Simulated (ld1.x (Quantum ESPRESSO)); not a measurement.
# Before and after: TM potential for bismuth

ld1.x (Quantum ESPRESSO) 7.5 input, shortened:

```
&input
   title='Bi', zed=83., rel=1, dft='BLYP', iswitch=3,
   config='[Xe] 4f14 5d10 5f-2 6s2 6p2'
 /
 &inputp
   pseudotype=2, tm=.true., lloc=2,
   nlcc=.true.
 /
4
6S  1  0   2.00   0.00  1.70  1.70  0.0
6P  2  1   2.00   0.00  1.70  1.70  0.0
5F  4  3  -2.00   0.45  1.50  1.50  0.0
5D  3  2  10.00   0.00  1.10  1.10  0.0
 &test
   configts(1)='5d10 6s2 6p2'
 /
```

Change: wave 6s (bound): rc 1.70 bohr becomes 6s (bound): rc 2.18 bohr.

Cutoffs: the cutoffs (Ry, on a coarse ladder) from which the occupation-weighted sum of valence levels, in a spherical-Bessel basis at the reference potential, stays within 10 and 1 mRy of its value at 400 Ry; they do not see the model core or the augmentation charge, which bear on the density cutoff. Errors are all-electron minus pseudo energies relative to the spin-unpolarised reference configuration.

Question: Predict the effect on cutoff, ghosts and configuration errors.

Answer: The potential gets neither clearly harder nor softer (90 Ry and 140 Ry → 90 Ry and 140 Ry); both files keep a bound ghost (p, s); of the 7 tests that both files solve, the error grows in 2 and shrinks in 0 by more than 15 % and 0.3 meV (median size 17.0 → 16.8 meV).

```csv
quantity,base,changed
"cutoff, loose",90 Ry,90 Ry
"cutoff, tight",140 Ry,140 Ry
loose cutoff by channel (10 mRy a level),"s 25 Ry, p 45 Ry, d 45 Ry","s 18 Ry, p 45 Ry, d 45 Ry"
bound ghosts,"s, p","s, p"
"error for 5d10 6s2 6p3, meV [ΔE -7.82 eV]",-14,-14
"error for 5d10 6s2 6p1, meV [ΔE 15.22 eV]",-17,-17
"error for 5d10 6s2 6p0, meV [ΔE 38.64 eV]",-22,-21
"error for 5d10 6s1 6p4, meV [ΔE 2.29 eV]",-6.4,-8.0
"error for 5d10 6s2 6p2.5, meV [ΔE -4.78 eV]",-2.1,-2.1
"error for 5d10 6s0 6p5, meV [ΔE 12.76 eV]",-31,-37
"error for 5d10 6s2 6p3.3, meV [ΔE -8.88 eV]",-26,-26
```

 A true bound ghost makes a file unfit for plane-wave use even where its test errors are small: the radial tests pick states by their node count and pass the ghost by.
